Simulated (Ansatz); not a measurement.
Relaxation of CH4MgSe (7 atoms, charge 0, multiplicity 1), to a largest force component of 0.015 eV/Å in at most 40 steps.

These are results of RKS PBE0/def2-SVP in Ansatz 0.2.0, not measurements.

```xyz
7
Properties=species:S:1:pos:R:3:forces:R:3
C -1.163 0.867 -0.115 0.27 -0.32 0.49
Mg 0.349 -0.383 0.611 0.16 0.00 -0.55
Se 2.237 -1.590 -0.398 -0.37 0.32 -0.60
H -1.304 1.787 0.447 -0.11 0.44 0.22
H -0.842 1.126 -1.127 0.11 0.10 -0.35
H -2.121 0.355 -0.182 -0.43 -0.17 -0.05
H 2.843 -2.162 0.764 0.37 -0.37 0.84
```

Problem. Where does it end, and by what steps?

Solution. It converged. After 7 steps the energy has fallen by 0.310 eV; Mg2 moved furthest, 0.85 Å.

```json
{"step": "0", "energy less start (eV)": "0.0000", "largest force component (eV/Å)": "0.838", "accepted": "yes"}
{"step": "1", "energy less start (eV)": "-0.1252", "largest force component (eV/Å)": "0.239", "accepted": "yes"}
{"step": "2", "energy less start (eV)": "-0.1922", "largest force component (eV/Å)": "0.762", "accepted": "yes"}
{"step": "3", "energy less start (eV)": "-0.2594", "largest force component (eV/Å)": "0.487", "accepted": "yes"}
{"step": "4", "energy less start (eV)": "-0.3057", "largest force component (eV/Å)": "0.077", "accepted": "yes"}
{"step": "5", "energy less start (eV)": "-0.3097", "largest force component (eV/Å)": "0.056", "accepted": "yes"}
{"step": "6", "energy less start (eV)": "-0.3098", "largest force component (eV/Å)": "0.059", "accepted": "yes"}
{"step": "7", "energy less start (eV)": "-0.3100", "largest force component (eV/Å)": "0.003", "accepted": "yes"}
```

```xyz
7
Properties=species:S:1:pos:R:3
C -1.140 0.857 -0.155
Mg 0.544 -0.374 -0.220
Se 2.519 -1.812 -0.330
H -1.076 1.594 0.664
H -1.265 1.426 -1.093
H -2.065 0.277 -0.001
H 2.482 -1.968 1.136
```

Run time: 32 s on 1 thread of Arm Neoverse V1, with other jobs on the host, peak memory 0.17 GiB.
